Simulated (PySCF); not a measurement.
Stationary points of Pb(OH)₃

These are results of PBE0 in PySCF with Pb def2-SVP with ECP60, O def2-SVP, H def2-SVP; scalar-relativistic core potentials, no spin–orbit coupling; density-fitted integrals, not measurements.

Relaxations began from a few typed shapes; open shells are unrestricted. The search is not exhaustive: other isomers or separated fragments can lie lower, and high-lying points may rest on an excited occupation.

(1) Order these stationary points by electronic energy, lowest first, in kJ/mol from the lowest minimum.
A. doublet C3: O–H 0.968 Å (×3), Pb–O 2.131 Å (×3); H–O–Pb 108.8° (×3), O–Pb–O 104.7° (×3)
B. doublet C3h: O–H 0.970 Å (×3), Pb–O 2.168 Å (×3); H–O–Pb 108.0° (×3), O–Pb–O 120.0° (×3)

(2) Which of them are minima?

Results:

(1) A (0.0), B (37.8).

(2) By energy in kJ/mol, 0.0: minimum; 37.8: saddle point, 3 imaginary modes.

For the lowest minimum: no spin–orbit coupling is included, which matters more the heavier the element.
